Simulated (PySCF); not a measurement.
**EPR parameters of C4H2F4NO**

C4H2F4NO (doublet state).
SMILES with atom numbers: `[N:1]#[C:2][C@@H:3]([F:4])[CH:5][O:6][C:7]([F:8])([F:9])[F:10]` (hydrogens: H11 on C3; H12 on C5)

Structure used (GFN2-xTB), in Å, numbered top down from 1:
```xyz
12
C4H2F4NO angstrom
N     -2.6976    1.7747   -0.0460
C     -2.2152    0.7407   -0.0149
C     -1.5336   -0.5540    0.0228
F     -2.1738   -1.4352   -0.8260
C     -0.1306   -0.3403   -0.3891
O      0.8074   -0.3300    0.6250
C      2.0127    0.1518    0.3169
F      2.5947   -0.5005   -0.6953
F      2.8017    0.0523    1.3706
F      1.9756    1.4393   -0.0492
H     -1.5880   -0.9703    1.0390
H      0.1479   -0.0292   -1.3801
```

The hyperfine couplings belong to this conformer and change with its torsions.

Method used: UKS B3LYP, pcH-1 on C F H N O, non-relativistic, mean-field spin-orbit, GIAO in PySCF. Isolated species at its GFN2-xTB geometry (one conformer only). A GFN2-xTB geometry isn't a minimum of the functional, and hyperfine couplings can be far from their values at a DFT geometry. No stability test was run, so a lower SCF solution isn't excluded.

```json
{
  "g1, g2, g3": "2.00217, 2.00296, 2.00367",
  "g_iso": "2.00293",
  "Form of g": "rhombic: the two nearest values differ by 47 % of g3 − g1",
  "⟨S²⟩": "0.7540 (exact 0.7500)",
  "Total energy": "-682.91454 Eh",
  "Basis functions": "270"
}
```

Isotropic coupling and dipolar principal values T1 to T3, in 10⁻⁴ cm⁻¹ (1 × 10⁻⁴ cm⁻¹ = 2.998 MHz):

```json
{"atom": "N1", "isotope": "14N", "a_iso": "0.5", "T1": "-1.0", "T2": "-0.8", "T3": "1.8", "Mulliken spin population": "0.05"}
{"atom": "C2", "isotope": "13C", "a_iso": "19.8", "T1": "-1.9", "T2": "-0.7", "T3": "2.5", "Mulliken spin population": "0.00"}
{"atom": "C3", "isotope": "13C", "a_iso": "-11.0", "T1": "-0.6", "T2": "-0.5", "T3": "1.1", "Mulliken spin population": "-0.04"}
{"atom": "F4", "isotope": "19F", "a_iso": "50.4", "T1": "-18.8", "T2": "-15.9", "T3": "34.7", "Mulliken spin population": "0.02"}
{"atom": "C5", "isotope": "13C", "a_iso": "36.4", "T1": "-27.8", "T2": "-27.2", "T3": "55.0", "Mulliken spin population": "0.93"}
{"atom": "O6", "isotope": "17O", "a_iso": "-5.4", "T1": "-16.5", "T2": "7.8", "T3": "8.6", "Mulliken spin population": "0.07"}
{"atom": "C7", "isotope": "13C", "a_iso": "-1.0", "T1": "-0.7", "T2": "-0.1", "T3": "0.8", "Mulliken spin population": "0.00"}
{"atom": "F8", "isotope": "19F", "a_iso": "1.5", "T1": "-3.7", "T2": "-2.0", "T3": "5.7", "Mulliken spin population": "0.00"}
{"atom": "F9", "isotope": "19F", "a_iso": "-1.1", "T1": "-2.1", "T2": "-0.5", "T3": "2.6", "Mulliken spin population": "0.00"}
{"atom": "F10", "isotope": "19F", "a_iso": "0.4", "T1": "-5.1", "T2": "-3.6", "T3": "8.8", "Mulliken spin population": "0.00"}
{"atom": "H11", "isotope": "1H", "a_iso": "5.1", "T1": "-2.0", "T2": "-1.4", "T3": "3.4", "Mulliken spin population": "0.00"}
{"atom": "H12", "isotope": "1H", "a_iso": "-21.1", "T1": "-12.5", "T2": "-0.6", "T3": "13.2", "Mulliken spin population": "-0.04"}
```

Largest spin populations (Mulliken): C5 (+0.93) and O6 (+0.07). C5 is the only atom above +0.15. The angles at C5 add up to 359.1°, so it is planar; its axial dipolar tensor and the negative coupling of its proton fit spin in a p orbital normal to that plane.

Axes: g3 points within 9° of the C3–C5 bond.

Under fast tumbling the dipolar parts average out, and these isotropic splittings remain: 1 × 19F (F4, I = 1/2, 2 lines) with 5.39 mT, 1 × 1H (H12, I = 1/2, 2 lines) with 2.25 mT, 1 × 1H (H11, I = 1/2, 2 lines) with 0.55 mT and 1 × 14N (N1, I = 1, 3 lines) with 0.06 mT.

The 17O coupling of O6 (-16.1 MHz) shows only in satellite lines or after enrichment, since that isotope makes up about 0.038 % of natural oxygen.

The 13C coupling of C5 (109.2 MHz) shows only in satellite lines or after enrichment, since that isotope makes up about 1.07 % of natural carbon.
